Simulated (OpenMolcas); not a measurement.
Pm3+ among 6 point charges of -1.5 e arranged as an octahedron (Oh).

| Item | Value |
| --- | --- |
| Program | OpenMolcas 26.06 |
| Method | CASSCF |
| Basis | ANO-RCC-VTZP [8s7p5d3f2g1h] |
| Scalar Hamiltonian | DKH2, point nucleus |
| Active space | 4 electrons in 7 orbitals (4f) |
| State averaging | 2S+1 = 5 even, 35 roots (32 in the spin-orbit step); 2S+1 = 3 even, 117 roots kept (CI in the orbitals of an earlier block, 106 in the spin-orbit step); 2S+1 = 1 even, 75 roots kept (CI in the orbitals of an earlier block, 31 in the spin-orbit step) |
| Spin-orbit coupling | RASSI with atomic mean-field integrals over the reference wave functions |

All point charges move together. At R = 2.69 Å the width of the lowest J multiplet is 129 cm-1, and at R = 3.03 Å it is 73 cm-1.

A third run gives 164 cm-1. What distance was it run at?

With a power law R^-n the two known points give n = -ln(73 / 129) / ln(3.03 / 2.69) = 4.78. Then R = 2.69 × (129 / 164)^(1/4.78) = 2.558 Å. The run was at 2.56 Å, so the estimate is off by -0.002 Å.

High states are left out of the spin-orbit mixing, which shifts the levels that they would mix with. Point charges carry no covalency, so the field is a model and not that of real ligands. No measured value stands beside these numbers.
